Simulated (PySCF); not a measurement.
Correlation energy of Cl(2+) (chlorine, charge +2)

[Ne] 3s1 3p4, high-spin 4P determinant (an excited configuration). Calculation: PySCF 2.14, in aug-cc-pV(D+d)Z; no relativity, point nucleus. Frozen: [Ne]; 5 electrons correlated.

| level | correlation energy (mhartree) |
| --- | --- |
| CCSD | -121.23 |
| (T) | -3.29 |
| CCSD(T) | -124.52 |
| CCSDT | -125.96 |

Diagnostics: T1 = 0.011, D1 = 0.0253, largest double amplitude 0.208.

Q: Is a single reference adequate?

A: Not fully. A double-excitation amplitude exceeds 0.15, a sign of near-degeneracy.
